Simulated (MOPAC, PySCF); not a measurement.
BF, SMILES `F[B]` (lower singlet), neutral singlet in the gas phase. This singlet lies 3.62 eV below the relaxed triplet at the level composite: frozen-core CCSD(T) with HF/cc-pV5Z and the correlation energy extrapolated as X^-3 from cc-pVQZ and cc-pV5Z, plus CCSDT(Q) minus CCSD(T) in cc-pVTZ // B3LYP-D3(BJ)/def2-TZVP (Ansatz).

Z-matrix (Å, degrees):
```
B
F 1 1.2649
```
Charge 0, spin multiplicity 1.

All levels are single points at this geometry (B3LYP-D3(BJ)/def2-TZVP); Pople sets use spherical d functions. Orbital energies aren't observables, and empty levels follow the basis.

```csv
level,HOMO (eV),LUMO (eV),gap (eV),dipole (D),"vertical IE, Delta-SCF (eV)"
B3LYP-D3(BJ)/def2-TZVP in PySCF,-7.84,-1.33,6.51,0.98,–
PBE-D3(BJ)/def2-TZVP in PySCF,-6.76,-2.10,4.66,1.09,–
B3LYP/6-311+G** in PySCF,-7.90,-1.45,6.45,0.91,–
PBE/6-31G* in PySCF,-6.18,-1.45,4.73,1.22,10.63
HF/6-31G* in PySCF,-10.68,3.60,14.28,0.86,9.77
PM6 in MOPAC,-9.40,0.92,10.32,0.24,–
```
